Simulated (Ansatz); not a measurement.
Born–Oppenheimer molecular dynamics of ClF2HSi (5 atoms, charge 0, multiplicity 1). It starts from a relaxed structure.

Method: RKS PBE/def2-SVP in Ansatz 0.2.0.

- ensemble: NVT, Langevin thermostat
- time step: 0.5 fs
- steps asked: 250
- set temperature: 700 K
- friction: 1 /fs
- seed: 630943

First frame:

```xyz
5
Properties=species:S:1:pos:R:3
Si -0.011 -0.020 0.029
Cl 0.010 0.018 2.075
F 1.516 0.011 -0.511
F -0.748 1.317 -0.511
H -0.704 -1.220 -0.498
```

Question: How far do the bonds stretch over the last three quarters of this one trajectory? (Pairs bonded in most of those frames.)

Answer: 
```json
{"bond": "Si1–Cl2", "mean (Å)": "2.078", "spread (Å)": "0.028", "shortest": "2.02", "longest": "2.12"}
{"bond": "Si1–F3", "mean (Å)": "1.626", "spread (Å)": "0.037", "shortest": "1.56", "longest": "1.71"}
{"bond": "Si1–F4", "mean (Å)": "1.626", "spread (Å)": "0.035", "shortest": "1.58", "longest": "1.71"}
{"bond": "Si1–H5", "mean (Å)": "1.493", "spread (Å)": "0.069", "shortest": "1.37", "longest": "1.64"}
```

Mean temperature of the second half: 691 K. A run of 0.12 ps of so small a system gives no equilibrium averages. The friction is so strong that the motion is overdamped, so the time scale means little.

Time of the run: 10 min on 1 thread of Arm Neoverse N1, with other jobs on the host, peak memory 0.11 GiB.
